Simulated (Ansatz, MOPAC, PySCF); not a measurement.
Molecule: C₂H₆O₃Si (charge 0, singlet). SMILES: C=C[Si](O)(O)O
Geometry from a B3LYP-D3(BJ)/def2-TZVP (Ansatz, a first-principles code) optimisation:
```xyz
12

C      2.3749    -0.5014    -0.2812
C      1.3807    -0.2840     0.5780
Si    -0.3590     0.0771     0.0654
O     -0.4303     0.4256    -1.5439
O     -1.3961    -1.1768     0.2802
O     -0.8642     1.2959     1.0357
H      2.2186    -0.4687    -1.3544
H      3.3852    -0.7261     0.0442
H      1.6025    -0.3358     1.6413
H      0.0853     1.1695    -1.8645
H     -1.4642    -1.8217    -0.4282
H     -1.8100     1.4581     1.0889
```
Charge 0, spin multiplicity 1.

Property: enthalpy of formation at 298 K, in kcal/mol. Conventions: open shells spin-unrestricted; 6-311+G** with 5d, 6d on Na to Ar in Ansatz; 6-31G* and kin with 6d, 5d where marked; non-relativistic; no spin-orbit coupling; valence correlation only; no dispersion term unless named. Basis-set limits of correlation are two-point, X^-3; Hartree-Fock from the larger set. First-principles rows: single points at B3LYP-D3(BJ) geometries (Ansatz), with unscaled harmonic terms from B3LYP/6-31G* (Ansatz) at its own minima, enthalpies of formation by atomisation with measured atoms. Semi-empirical rows: MOPAC heats of formation at their own minima for 298 K.

Coupled cluster (Ansatz) is a level with limits of its own, used here on species with T1 under 0.025 (0.045 for open shells) and stable references: CCSD(T)/CBS(cc-pV(T+d)Z,cc-pV(Q+d)Z).

Value to compare with, CCSD(T)/CBS(cc-pV(T+d)Z,cc-pV(Q+d)Z) (Ansatz): -225.5 kcal/mol.

| level | program | enthalpy of formation at 298 K (kcal/mol) | difference |
|---|---|---|---|
| AM1 | MOPAC | -212.4 | 13.1 |
| PM3 | MOPAC | -223.5 | 2.0 |
| HF/STO-3G | Ansatz | 121.5 | 347.0 |
| HF/3-21G | Ansatz | 217.6 | 443.1 |
| PBE/STO-3G | Ansatz | -291.7 | -66.2 |
| PBE/6-311+G** | Ansatz | -213.1 | 12.4 |
| BP86/def2-SVP | PySCF | -231.0 | -5.5 |
| B3LYP/STO-3G | Ansatz | -243.4 | -17.9 |
| B3LYP/6-31G* | Ansatz | -177.9 | 47.6 |
| B3LYP/6-31G** | Ansatz | -192.6 | 32.9 |
| B3LYP/cc-pVDZ | Ansatz | -160.0 | 65.5 |
| MP2/6-31G* | Ansatz | -122.7 | 102.8 |
| B3PW91/6-31G* (5d) | PySCF | -178.5 | 47.0 |
| PBE0/def2-TZVPD | Ansatz | -205.8 | 19.7 |
| wB97X-V/def2-TZVPD | Ansatz | -217.1 | 8.4 |

Among the 13 habitual levels, HF/3-21G lies farthest from CCSD(T)/CBS(cc-pV(T+d)Z,cc-pV(Q+d)Z) (Ansatz) (443.1 kcal/mol) and PM3 nearest (2.0); 10 of 13 lie above it, and their mean absolute difference is 92.5 kcal/mol, the median 47.0. One case shows no general order.

The levels are drawn from those run, B3LYP/6-31G* more often than the rest, none by its result; left out are runs that failed, that the program found above a lower state of the same kind, or whose <S^2> lies over 0.5 above the pure value.
